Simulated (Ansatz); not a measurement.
`N#C[SiH]1CS1`. Total charge 0; spin multiplicity 1. All single points use the PBE0-D4/def2-TZVP geometry.

```xyz
8

N     2.936   -0.562   -0.320
C     1.883   -0.264    0.041
Si    0.214    0.236    0.619
C    -1.161    0.067   -0.578
S    -1.233   -1.235    0.760
H     0.322    1.337    1.588
H    -0.966   -0.342   -1.565
H    -1.994    0.763   -0.545
```

What is the dipole moment at r2SCAN/def2-TZVPP? (Estimate.)

Computed: 3.27 D, with components (-2.62, 1.94, 0.21) D in this frame, pointing from negative to positive charge.

And with PBE, B3LYP, ωB97M-V? (Estimate.)

Ansatz gave: PBE 3.22 D, B3LYP 3.25 D, ωB97M-V 3.19 D.

Give the Mulliken charges with r2SCAN, B3LYP, ωB97M-V in def2-TZVPP. (An estimate is asked.)

Computed: 
```csv
atom,r2SCAN,B3LYP,ωB97M-V
N1,-0.06,0.00,-0.01
C2,-0.20,-0.22,-0.20
Si3,0.46,0.41,0.35
C4,-0.17,-0.25,-0.31
S5,-0.20,-0.18,-0.13
H6,-0.04,-0.03,0.01
H7,0.11,0.14,0.15
H8,0.10,0.13,0.15
```

B3LYP here is the variant with VWN-RPA as its local correlation; programs differ in this.
